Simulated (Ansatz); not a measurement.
Geometry optimisation, RHF/6-31G* in Ansatz 0.2.0.

The input (input.yaml):

```yaml
crystal:
  periodic: [false, false, false]
  atoms:
    - { symbol: B, position_ang: [0.0, 0.0, 0.0] }
    - { symbol: "N", position_ang: [0.0, 0.0, 1.9] }
    - { symbol: H, position_ang: [-0.877, -0.2713, 2.43] }
    - { symbol: H, position_ang: [0.877, 0.2713, 2.43] }
    - { symbol: F, position_ang: [1.1431, 0.0, -0.66] }
    - { symbol: H, position_ang: [-1.0305, 0.0, -0.595] }
    - { symbol: O, position_ang: [-0.2139, 1.6086, 0.5392] }
    - { symbol: Si, position_ang: [-1.6303, 2.498, 0.3801] }
    - { symbol: H, position_ang: [-2.6472, 1.6816, -0.2764] }
    - { symbol: H, position_ang: [-2.106, 2.8972, 1.7014] }
    - { symbol: H, position_ang: [-1.3702, 3.6891, -0.4232] }
    - { symbol: H, position_ang: [-0.1432, 1.0772, 1.5734] }
basis:
  gaussian: { orbitals: "6-31G*" }
hamiltonian:
  xc: hf
relax:
  f_tol: 0.15
  max_steps: 25
  restrain:
    - { distance: [0, 6], at: 1.41, k: 30.0 }
    - { distance: [11, 1], at: 1.06, k: 30.0 }
    - { distance: [0, 1], at: 2.75, k: 30.0 }
    - { distance: [11, 6], at: 2.21, k: 30.0 }
```

Command:

```bash
$ ansatz run input.yaml --threads 1 --pin off --max-ram 2048MiB --backend cpu --events-out ev --progress --plain --runs-dir out
```

Where does it end, and by what steps?

It converged. The restraints hold the end off the free minimum. After 9 steps the energy has fallen by 4.042 eV (the restraints' own energy left out); H4 moved furthest, 0.79 Å.

| step | energy less start (eV) | largest force component (eV/Å) | accepted |
| --- | --- | --- | --- |
| 0 | 0.0000 | 4.650 | yes |
| 1 | -1.2316 | 5.646 | yes |
| 2 | -2.2355 | 4.620 | yes |
| 3 | -3.0085 | 2.608 | yes |
| 4 | -3.7518 | 2.245 | yes |
| 5 | -3.9213 | 1.408 | yes |
| 6 | -3.9506 | 1.420 | yes |
| 7 | -3.9656 | 1.831 | yes |
| 8 | -4.0324 | 1.227 | yes |
| 9 | -4.0420 | 1.111 | yes |

```xyz
12
Properties=species:S:1:pos:R:3
B -0.068 0.458 -0.419
N -0.036 -0.070 2.276
H -0.626 -0.084 3.087
H 0.832 -0.508 2.521
F 1.200 0.105 -0.464
H -0.896 -0.263 -0.859
O -0.352 1.721 0.043
Si -1.746 2.597 0.158
H -2.873 1.861 -0.444
H -2.028 2.842 1.585
H -1.567 3.884 -0.529
H 0.164 0.909 2.046
```

Time of the run: 33 s on 1 thread of Arm Neoverse V1 (shared host), peak memory 0.17 GiB.
